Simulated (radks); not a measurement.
The numbers below are computed, except where a source is named.
Initial-state core-level shifts of neutral chromium when its valence configuration changes from [Ar] 3d5 4s1. Code: a radial shooting solver on a logarithmic mesh with Libxc functionals. Model: Dirac Kohn-Sham, PBE, spin-unpolarised, spherical densities, finite nucleus; open shells fill j = l - 1/2 first; Fermi nuclear charge, rms radius 3.6452 fm. Shifts are changes of the shell-averaged eigenvalues in eV (positive: less bound); the change of the density at the nucleus, which sets a Mossbauer isomer shift, is in e/bohr^3, on a base of 1.144e+04.

valence               1s       2s       2p       3p  density at nucleus
3d4 4s1 4p1       -5.356   -5.867   -5.816   -5.315              +1.889
3d3 4s2 4p1      -10.987  -12.407  -12.276  -10.526             +10.327
3d5 4p1           -1.384   -1.256   -1.266   -1.392              -3.922
3d6               +1.992   +2.363   +2.326   +2.117              -4.184
3d5 4s0.5 4p0.5   -0.719   -0.654   -0.659   -0.723              -1.881
3d5.5 4s0.5       +1.214   +1.420   +1.399   +1.268              -2.255
3d4.5 4s1.5       -1.690   -1.952   -1.926   -1.706              +2.744
3d4 4s2           -3.849   -4.441   -4.385   -3.818              +6.118
3d3 4s1 4p2      -12.343  -13.721  -13.589  -11.852              +4.867
